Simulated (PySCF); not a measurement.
B3LYP has the VWN-RPA correlation part, as in Gaussian. Delta-SCF ions had no search for a lower state. Excitations are Tamm–Dancoff values on a coarser integration grid. The basis has no diffuse functions, so Rydberg states are missing or too high.

Cartesian coordinates (Å):
```xyz
23

C      1.9782     1.5705    -0.8324
Si     1.9041    -0.0180     0.1837
C      3.4636    -1.0488    -0.0633
Si    -0.0390    -1.2032    -0.3966
Si    -1.8976     0.2156    -0.1747
C     -1.8961     0.9596     1.5595
C     -3.5197    -0.6812    -0.5214
H      2.0401     1.3423    -1.9082
H      1.0810     2.1883    -0.6710
H      2.8605     2.1709    -0.5589
H      1.7811     0.3441     1.6367
H      3.4315    -1.9659     0.5448
H      4.3598    -0.4771     0.2263
H      3.5713    -1.3443    -1.1187
H      0.0727    -1.7066    -1.8076
H     -0.2062    -2.4048     0.4893
H     -1.7269     1.3236    -1.1752
H     -0.9611     1.5069     1.7569
H     -1.9910     0.1704     2.3221
H     -2.7362     1.6609     1.6868
H     -4.3751     0.0064    -0.4233
H     -3.5309    -1.0980    -1.5402
H     -3.6640    -1.5117     0.1872
```
Charge 0, multiplicity 1.

What is the computed dipole moment, vertical ionisation energy (Delta-SCF), HOMO, brightest of the four lowest singlets (TDA) and total energy (B3LYP-D3(BJ)/def2-TZVP // PBE0-D4/def2-SVP in PySCF 2.14.0)?


| Quantity | Result |
|---|---|
| dipole moment | 0.36 D |
| vertical ionisation energy (Delta-SCF) | 8.74 eV |
| HOMO | -6.96 eV |
| brightest of the four lowest singlets (TDA) | 6.38 eV |
| total energy | -1030.7793 Ha |
